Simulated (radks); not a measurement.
Values are calculated unless marked as measured or tabulated.
Neutral chlorine inside a hard spherical wall (all orbitals vanish at R), configuration held at [Ne] 3s2 3p5 and not refilled when levels cross. Level of theory: non-relativistic Kohn-Sham, PBE, spin-unpolarised, spherical densities, point nucleus (a radial shooting solver on a logarithmic mesh with Libxc functionals). Eigenvalues in eV, with the zero of energy where the potential of the charges vanishes at infinity; a dash marks a level that is unbound or too diffuse for the functional's potential to be trusted. A positive occupied level is held by the wall or, in an anion where self-interaction has pushed it up, behind a barrier. The pressure on the wall is -dE/dV.

R (bohr)  E (hartree)  kinetic (hartree)    e(2s)    e(2p)    e(3s)   e(3p)  e(4s, empty)  e(4p, empty)  pressure (GPa)
free       -459.96259            459.399  -250.98  -191.57  -20.529  -8.610             -             -               0
20         -459.96259            459.399  -250.98  -191.57  -20.529  -8.610             -             -        < 0.0001
10         -459.96258            459.399  -250.98  -191.57  -20.528  -8.608         0.125         1.748        0.000370
8          -459.96235            459.401  -250.95  -191.55  -20.510  -8.591         0.917         3.176          0.0142
3.5        -459.58736            461.347  -243.27  -183.77  -15.238  -2.673        30.479        38.976             128
3          -459.02875            463.670  -236.56  -176.95  -10.365   2.958        51.887        61.762             454
2.5        -457.52016            469.031  -224.08  -164.21    0.133  14.893        94.143        104.86            1820
1.5        -437.93974            520.579  -155.06  -92.319   104.42  122.82        423.48        416.29           57800
